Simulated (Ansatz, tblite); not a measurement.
Cost and result up the ladder for the cluster CsBr₂⁻ (3 atoms). Total charge -1; singlet. Geometry: PBE0-D4/def2-TZVPD.

```xyz
3

Cs    0.000    0.000    0.000
Br   -1.998   -2.687   -0.211
Br    1.998    2.687    0.210
```

Ansatz on 4 threads of Arm Neoverse V1 on a shared host; xTB runs through tblite on one thread. Times are rough, summed over both states, and most runs start from the orbitals of an earlier one. B2PLYP/def2-TZVPD serves as the yardstick here, not as an exact answer. The other state is a triplet at its own geometry.

In the def2 sets Cs takes a core potential; there is no spin–orbit coupling. The xTB rows come from tblite. HSE06 is defined as in plane-wave codes, on full-range PBE exchange. Correlated methods freeze 18 core orbitals; core or outer-core shells of Cs, Br are correlated, in sets that lack core-valence functions. HOMO above LUMO, or a gap near zero within one spin, warns that the state may not be the lowest or that an electron is smeared out. At PBE0-D4/def2-TZVPD a singlet of charge -1 lies 4.05 eV below the triplet, each at its own geometry. The structure comes from a short search, and lower isomers may exist.

Correlated methods converge slowly with the basis.

xTB has no spin-polarisation term.

```tsv
level	functions	wall time	triplet − singlet (eV)	difference from B2PLYP/def2-TZVPD (eV)	remarks
GFN1-xTB	22	0.004 s	2.59	-1.68	–
GFN2-xTB	22	0.008 s	6.43	2.16	–
HF/def2-TZVPD	146	5.8 s	3.99	-0.28	–
MP2/def2-TZVPD	146	6.7 s	4.77	0.51	–
PBE-D4/def2-TZVPD	146	7.3 s	3.57	-0.70	HOMO above zero (triplet), gap within one spin near zero (triplet)
RPA@PBE/def2-TZVPD	146	7.7 s	3.45	-0.82	–
HSE06-D4/def2-TZVPD	146	8.1 s	3.97	-0.30	HOMO above zero (triplet)
PBE0-D4/def2-TZVPD	146	9.5 s	4.04	-0.22	HOMO above zero (triplet)
BHLYP-D4/def2-TZVPD	146	12 s	4.43	0.16	HOMO above zero (triplet)
B2PLYP/def2-TZVPD	146	13 s	4.27	0.00	–
r2SCAN0-D4/def2-TZVPD	146	17 s	4.23	-0.04	HOMO above zero (triplet)
r2SCAN-D4/def2-TZVPD (with forces)	146	24 s	3.87	-0.40	HOMO above zero (triplet)
```
